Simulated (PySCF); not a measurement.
# Working out the ionisation energy of Cd⁺

Cd⁺ [Kr] 4d10 5s1 (2S) → Cd²⁺ [Kr] 4d10 (1S). All numbers are calculated (PySCF 2.14, a scalar-relativistic core potential, in aug-cc-pVTZ-PP with ECP28MDF (6s6p5d3f2g, 88 functions)). Frozen: 4s2 4p6. Energies in hartree (1 hartree = 27.21139 eV):

| part | Cd⁺ (lower) | Cd²⁺ (upper) |
| --- | --- | --- |
| UHF | -166.568799 | -165.997376 |
| CCSD correlation | -0.386825 | -0.347357 |
| (T) | -0.013264 | -0.010105 |

Problem. What does Hartree-Fock give?

Solution. (-165.997376) − (-166.568799) = 0.571423 hartree = 15.549 eV.

Problem. What do CCSD and CCSD(T) give?

Solution. The CCSD correlation energies differ by 0.039468 hartree = 1.074 eV and the triples by 0.003159 hartree = 0.086 eV, so CCSD gives 16.623 eV and CCSD(T) 16.709 eV.

Measured between the centres of the two terms (NIST): 16.908 eV, so CCSD(T) (valence) is off by -0.199 eV.

What remains against the reference includes basis incompleteness, the frozen core and higher excitations.
